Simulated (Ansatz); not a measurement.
A nudged elastic band was laid between two geometries of C2H5FOSi (10 atoms, charge 0, multiplicity 1).

Computed with Ansatz 0.2.0, RKS PBE-D4/def2-SVP.

| Quantity | Value |
| --- | --- |
| movable images | 7 |
| climbing image | from the first iteration |
| spring | 5.0 eV/Å² |
| optimiser | lbfgs |
| start path | IDPP |
| force threshold | 0.05 eV/Å |
| iteration limit | 60 |
| end points | relaxed |

Initial state:

```xyz
10
Properties=species:S:1:pos:R:3
C -1.049 -0.530 0.749
C 0.371 -0.441 0.246
O 0.512 -0.653 -1.249
Si 0.998 0.900 -0.824
F 0.024 2.128 -1.279
H -1.724 0.179 0.230
H -1.083 -0.308 1.835
H -1.448 -1.556 0.598
H 1.083 -1.086 0.802
H 2.399 1.316 -1.104
```

Final state:

```xyz
10
Properties=species:S:1:pos:R:3
C -1.102 -0.682 0.511
C 0.298 -0.550 -0.034
O 0.362 -0.016 -1.452
Si 1.115 1.046 -0.387
F 0.351 2.456 -0.087
H -1.675 -1.433 -0.075
H -1.659 0.275 0.476
H -1.070 -1.025 1.565
H 0.905 -1.474 0.064
H 2.558 1.353 -0.579
```

Problem. What changes between the two ends?

Solution. No bond is made or broken. The dihedral H7–C1–C2–Si4 goes from -108 to 12°. The two ends are copies of one structure, up to a mirror image or an exchange of like atoms.

Problem. What energy profile does the band end with?

Solution. The run converged. The highest image is number 4 of 0 to 8, 0.112 eV above the ends, which have the same energy within 2 meV. Another band between the same ends (7 images) ends at a top of the same energy, where a vibrational analysis finds 1 clearly imaginary mode.

```json
{"image": "0", "path coordinate (Å)": "0.00", "energy (eV)": "0.000", "dihedral H7–C1–C2–Si4 (°)": "-108"}
{"image": "1", "path coordinate (Å)": "0.41", "energy (eV)": "0.016", "dihedral H7–C1–C2–Si4 (°)": "-93"}
{"image": "2", "path coordinate (Å)": "0.82", "energy (eV)": "0.056", "dihedral H7–C1–C2–Si4 (°)": "-77"}
{"image": "3", "path coordinate (Å)": "1.24", "energy (eV)": "0.096", "dihedral H7–C1–C2–Si4 (°)": "-62"}
{"image": "4", "path coordinate (Å)": "1.66", "energy (eV)": "0.112", "dihedral H7–C1–C2–Si4 (°)": "-47"}
{"image": "5", "path coordinate (Å)": "2.07", "energy (eV)": "0.098", "dihedral H7–C1–C2–Si4 (°)": "-32"}
{"image": "6", "path coordinate (Å)": "2.48", "energy (eV)": "0.057", "dihedral H7–C1–C2–Si4 (°)": "-17"}
{"image": "7", "path coordinate (Å)": "2.89", "energy (eV)": "0.016", "dihedral H7–C1–C2–Si4 (°)": "-3"}
{"image": "8", "path coordinate (Å)": "3.30", "energy (eV)": "0.000", "dihedral H7–C1–C2–Si4 (°)": "12"}
```

Problem. What is the geometry of the highest image?

Solution. 
```xyz
10
Properties=species:S:1:pos:R:3:forces:R:3
C -1.099 -0.646 0.590 -0.02 0.01 0.02
C 0.317 -0.541 0.049 0.02 -0.02 0.00
O 0.398 -0.201 -1.430 0.00 0.00 -0.01
Si 1.102 1.014 -0.507 0.01 0.01 0.00
F 0.299 2.431 -0.410 -0.01 0.00 0.01
H -1.811 -0.520 -0.250 0.00 0.00 -0.01
H -1.337 0.130 1.346 0.00 0.00 0.00
H -1.288 -1.637 1.049 0.00 0.00 0.00
H 0.961 -1.415 0.274 -0.01 0.00 0.00
H 2.541 1.333 -0.709 0.00 0.00 -0.01
```

The run took 97 s on 2 threads of Arm Neoverse V2, on a shared host, peak memory 0.14 GiB.
